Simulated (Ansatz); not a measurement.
Cu₄Te₂⁻. Total charge -1; doublet. Geometry PBE-D4/def2-SVP, that of the neutral singlet; atoms count from 1.

```xyz
6

Cu   -0.9307   -0.2332    1.9390
Cu    1.0684    0.2814    0.7018
Cu    0.6520   -0.5305   -1.5127
Cu   -1.1503    0.5220   -0.3371
Te    0.7594    2.0215   -1.1484
Te   -0.3988   -2.0612    0.3575
```

In the def2 sets Te takes a core potential; there is no spin–orbit coupling. Another isomer (singlet) lies 0.05 eV lower at PBE0-D4/def2-TZVP; other spin states weren't run for this one.

Question: Estimate the Mulliken populations from the PBE0/def2-SVP orbitals of Ansatz.

Answer: 
```json
{"atom": "Cu1", "charge (e)": "-0.31", "spin (α − β)": "0.72", "d electrons": "9.79"}
{"atom": "Cu2", "charge (e)": "0.09", "spin (α − β)": "0.03", "d electrons": "9.79"}
{"atom": "Cu3", "charge (e)": "0.03", "spin (α − β)": "0.08", "d electrons": "9.80"}
{"atom": "Cu4", "charge (e)": "0.09", "spin (α − β)": "0.03", "d electrons": "9.79"}
{"atom": "Te5", "charge (e)": "-0.48", "spin (α − β)": "0.00", "d electrons": "–"}
{"atom": "Te6", "charge (e)": "-0.41", "spin (α − β)": "0.14", "d electrons": "–"}
```
Mulliken values depend strongly on the basis.

Question: Where does the spin sit?

Answer: Summed by element: Cu 0.86, Te 0.14, of 1 unpaired in all. Largest on single atoms: Cu1 0.72, Te6 0.14, Cu3 0.08.

Question: And the Mayer bond orders between heavy atoms (over 0.3)?

Answer: Cu1–Cu2 0.43 (2.41 Å); Cu1–Cu4 0.43 (2.41 Å); Cu1–Te6 0.65 (2.47 Å); Cu2–Cu3 0.30 (2.40 Å); Cu2–Te5 0.69 (2.56 Å); Cu2–Te6 0.44 (2.79 Å); Cu3–Cu4 0.30 (2.40 Å); Cu3–Te5 0.74 (2.58 Å); Cu3–Te6 0.60 (2.64 Å); Cu4–Te5 0.69 (2.56 Å); Cu4–Te6 0.44 (2.78 Å).
